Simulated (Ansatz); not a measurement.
Geometry optimisation, UKS PBE0-D4/6-31G* in Ansatz 0.2.0.

Input:

```yaml
crystal:
  periodic: [false, false, false]
  atoms:
    - { symbol: Si, position_ang: [0.0, 0.0, 0.0] }
    - { symbol: H, position_ang: [0.0, 0.0, 1.71] }
    - { symbol: H, position_ang: [1.3768, 0.0, -0.4862] }
    - { symbol: H, position_ang: [-0.6877, 1.1914, -0.4862] }
    - { symbol: H, position_ang: [-0.6877, -1.1914, -0.4862] }
    - { symbol: C, position_ang: [0.0, 0.0, 3.12] }
    - { symbol: F, position_ang: [-0.6774, -1.055, 3.564] }
    - { symbol: F, position_ang: [1.2523, -0.0592, 3.564] }
    - { symbol: F, position_ang: [-0.5749, 1.1141, 3.564] }
magnetization:
  spin_polarized: true
  initial_magnetization: 1
basis:
  gaussian: { orbitals: "6-31G*" }
hamiltonian:
  xc: pbe0
  dispersion: d4
relax:
  f_tol: 0.15
  max_steps: 25
  restrain:
    - { distance: [1, 5], at: 2.31, k: 30.0 }
    - { distance: [0, 1], at: 1.46, k: 30.0 }
```

Run as:

```bash
$ ansatz run input.yaml --threads 2 --pin off --max-ram 3072MiB --backend cpu --events-out ev --progress --plain --runs-dir out
```

Where does it end, and by what steps?

The run converged. The restraints hold the end off the free minimum; the threshold counts their pulls, which the force column leaves out. Restrained pairs: H2–C6 (1.41 → 2.31 Å), Si1–H2 (1.71 → 1.47 Å). After 5 steps the energy has fallen by 0.100 eV (the restraints' own energy left out); H2 moved furthest, 0.49 Å.

```tsv
step	energy less start (eV)	largest force component (eV/Å)	accepted
0	0.0000	1.299	yes
1	0.1655	1.668	yes
2	0.5469	3.793	yes
3	0.0212	1.084	yes
4	-0.0963	0.674	yes
5	-0.0997	0.396	yes
```

```xyz
9
Properties=species:S:1:pos:R:3
Si 0.000 0.000 -0.254
H 0.000 0.000 1.219
H 1.403 0.000 -0.748
H -0.701 1.215 -0.748
H -0.701 -1.215 -0.749
C 0.000 0.000 3.534
F -0.679 -1.056 3.936
F 1.254 -0.060 3.936
F -0.576 1.116 3.937
```

Time of the run: 23 s on 2 threads of Arm Neoverse V1, with other jobs on the host, peak memory 0.24 GiB.
